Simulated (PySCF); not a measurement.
Species: C₅H₁₄N₂Si.
Z-matrix (Å and degrees, GFN2-xTB geometry), rows numbered from 1:
```
C 
N   1  1.4356
C   2  1.4410  1  112.96
Si  2  1.7116  1  122.85  3  -164.55
C   4  1.9182  2  127.29  1   113.72
C   5  1.5305  4   87.36  2   114.87
N   6  1.4520  5   97.33  4    -9.87
C   7  1.4318  4  137.05  2    71.34
H   1  1.0858  2  109.79  3  -177.50
H   1  1.0947  2  110.08  3   -57.69
H   1  1.0970  2  111.54  3    62.11
H   3  1.0861  2  109.28  1   178.81
H   3  1.0966  2  111.40  1   -60.62
H   3  1.0948  2  110.00  1    59.21
H   4  1.4682  2  105.39  1   -24.35
H   5  1.0848  4  117.46  2  -130.09
H   5  1.0861  4  116.83  2     1.02
H   6  1.0955  5  114.97  4  -127.87
H   6  1.0967  5  112.50  4   107.56
H   8  1.0984  7  111.82  4    90.43
H   8  1.0953  7  110.25  4  -149.45
H   8  1.0877  7  109.15  4   -29.84
```

Computed at PBE0/pcSseg-1 (PySCF, non-relativistic), with Q(14N) = 0.02044 b: N2, 14N (I = 1): χzz = -4.895 MHz, η = 0.414; N7, 14N (I = 1): χzz = -4.837 MHz, η = 0.441.

Problem. Where would the pure quadrupole (NQR) lines of 14N at N2 fall for the rigid, isolated species?

Solution. From ν± = (3/4)|χ|(1 ± η/3) and ν0 = |χ|η/2: ν+ 4.178 MHz, ν− 3.164 MHz, ν0 1.014 MHz (silicon-bound nitrogen).

Problem. Find the zero-field quadrupole resonance frequencies of 14N at N7.

Solution. From ν± = (3/4)|χ|(1 ± η/3) and ν0 = |χ|η/2: ν+ 4.161 MHz, ν− 3.095 MHz, ν0 1.065 MHz (silicon-bound nitrogen).

In a crystal, neighbours and librations shift these lines. GFN2-xTB bond lengths can be off by several hundredths of an ångström, more for odd bonds, and the gradients follow them. With so small a basis the couplings can be 20 % off.

One conformer stands for the species.
